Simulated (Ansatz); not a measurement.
Ansatz (a first-principles code) input (PBE/3-21G): The .json file is the Basis Set Exchange's 3-21G.

Ansatz 0.2 input:
```yaml
crystal:
  periodic: [false, false, false]
  atoms:
    - {symbol: Mg, position_ang: [1.07465500, 0.19135800, 0.12472400]}
    - {symbol: Br, position_ang: [-0.32716300, 1.64158900, -1.35875100]}
    - {symbol: Br, position_ang: [-0.04129000, -1.70719700, 1.31598900]}
basis:
  gaussian:
    orbitals: 3-21G.json
hamiltonian:
  xc: {name: PBE}
total_charge: -1
magnetization: {spin_polarized: true, initial_magnetization: 1}
output: {forces: true}
```

Output:

```
Functional definition: PBE
integrals: 0.02 GiB planned
729 factors; their error is unknown
mean field: 0.15 GiB planned
mean field evaluation 1: about -144811.7359 eV, gradient 4.5e0 eV
mean field evaluation 2: about -144811.8639 eV, gradient 2.3e0 eV
mean field evaluation 4: about -144811.8979 eV, gradient 1.4e-1 eV
mean field evaluation 8: about -144811.8488 eV, gradient 9.4e-3 eV
mean field -144811.84878973 eV, -5321.7372860261 hartree, gradient 4.2e-5 eV, S^2 0.751221; 0 other end points of the search recorded, 0 dependent functions left out
the calculation of the forces begins
reference -144811.84882625 eV, -5321.7372873682 hartree; 42, 41 occupied and 17, 18 virtual orbitals, 729 factors
Total energy: -144811.84882625 eV, -5321.7372873682 hartree
Atom 0 at     1.074655     0.191358     0.124724 Å, force     0.138140     0.024598     0.016032 eV/Å
Atom 1 at    -0.327163     1.641589    -1.358751 Å, force    -0.079697     0.112195    -0.107452 eV/Å
Atom 2 at    -0.041290    -1.707197     1.315989 Å, force    -0.058442    -0.136793     0.091420 eV/Å
Dipole moment:    -0.313194    -0.055769    -0.036349 e Å
```

The dipole moment of an ion depends on the origin.

The geometry given is a B3LYP-D3(BJ)/def2-TZVP minimum.
